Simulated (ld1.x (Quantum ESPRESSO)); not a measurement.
# Building the PAW potential for helium (He) (PBE, non-relativistic).

```json
{
 "Element": "He",
 "Generator": "ld1.x (Quantum ESPRESSO) 7.5",
 "Type": "PAW",
 "Functional": "PBE",
 "Relativity": "non-relativistic",
 "Frozen core": "none",
 "Valence charge": "2",
 "Reference configuration": "1s0.5 (charge +1.5)",
 "Partial waves": "1s (bound): rcut 0.45, rcutus 0.60 bohr; 1s channel at -3.25 Ry: rcut 0.45, rcutus 0.60 bohr; 2p channel at 0.15 Ry: rcut 0.40, rcutus 0.55 bohr; 2p channel at 2.7 Ry: rcut 0.40, rcutus 0.55 bohr",
 "Local potential": "all-electron potential smoothed inside 0.55 bohr (lloc = -1)",
 "Core correction": "none",
 "Augmentation charge": "BESSEL, radius 0.45 bohr"
}
```

Does the generator finish with these settings?

Yes, a potential is produced and its reference levels are reproduced.

Estimate the cutoffs (Ry, on a coarse ladder) from which the occupation-weighted sum of valence levels, in a spherical-Bessel basis at the reference potential, stays within 10 and 1 mRy of its value at 400 Ry.

80 Ry and 120 Ry.

Does the potential have ghost states?

No extra level below or beside the all-electron valence levels (s, p tested).

Is the overlap operator S = 1 + Σ q|β⟩⟨β| positive definite (Bessel basis up to 400 Ry)?

Yes: its lowest eigenvalue is 0.98 (s channel).

Tests: 1s2; 1s1; 1s1.5. Which has the largest error in its energy relative to the reference configuration, and how large is it?

1s2, with -0.3 meV (all-electron minus pseudo) on -49.81 eV.
